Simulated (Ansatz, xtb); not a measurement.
# Relative energy of two isomers of C6H4NP

Structure a is `N#CC1=CC=CC=P1`, a singlet and structure b is `N#CC1=CC=CP=C1`, a singlet. Both are isolated molecules in the gas phase, relaxed with B3LYP-D3(BJ)/def2-SVP.

Energies in hartree; the thermal terms are from GFN2-xTB frequencies at re-optimised GFN2-xTB minima (ideal gas, soft modes damped towards free rotors, one conformer each, 298.15 K, 1 atm) and include the zero-point energy:

|  | a | b |
| --- | --- | --- |
| E, CCSD(T)/def2-SVP | −625.502123 | −625.500990 |
| E, MP2/def2-SVP | −625.415103 | −625.413908 |
| E, MP2/def2-TZVPP | −626.071994 | −626.071260 |
| zero-point energy | 0.080261 | 0.080139 |
| H(298 K) − E | 0.088165 | 0.088012 |
| G(298 K) − E | 0.048615 | 0.048508 |

Correct the CCSD(T) difference for the basis set by the MP2 change, then work out ΔE, ΔE₀, ΔH and ΔG for a → b in kJ/mol (1 Eh = 2625.50 kJ/mol) and the equilibrium ratio [b]/[a].

1. Differences b − a: CCSD(T) +0.001133, MP2 in the small set +0.001195, MP2 in the large set +0.000734 Eh.
2. ΔE = +0.001133 + (+0.000734 − (+0.001195)) = +0.000672 Eh = +1.76 kJ/mol.
3. ΔE₀ = ΔE + ΔZPE = +0.000672 + (−0.000122) Eh = +1.44 kJ/mol.
4. ΔH = ΔE + (−0.000153) Eh = +1.36 kJ/mol.
5. ΔG = ΔE + (−0.000107) Eh = +1.48 kJ/mol, so ΔS = (ΔH − ΔG)/T = −0.4 J/(mol K).
6. kT = 0.9442 mEh, so K = [b]/[a] = exp(−ΔG/kT) = exp(−0.60) ≈ 0.55.

The two are too close for this level to say which is favoured. An error of 4 kJ/mol in ΔG would change K by a factor of 5. Mirror images and further conformers aren't counted.

As drawn, both hold the same kinds of bond in the same numbers.

Other levels gave ΔE = +3.5 (GFN2-xTB); +8.5 (HF/STO-3G, GFN2-xTB geometries); +4.9 (r2SCAN-D4/def2-SVP, GFN2-xTB geometries); +4.5 (B3LYP-D3(BJ)/def2-SVP); +3.1 (HF/def2-SVP); +3.1 (MP2/def2-SVP); +3.0 (CCSD(T)/def2-SVP) kJ/mol. The correlated steps freeze 12 core orbitals. Programs: Ansatz 0.2.0, xtb 6.7.1.
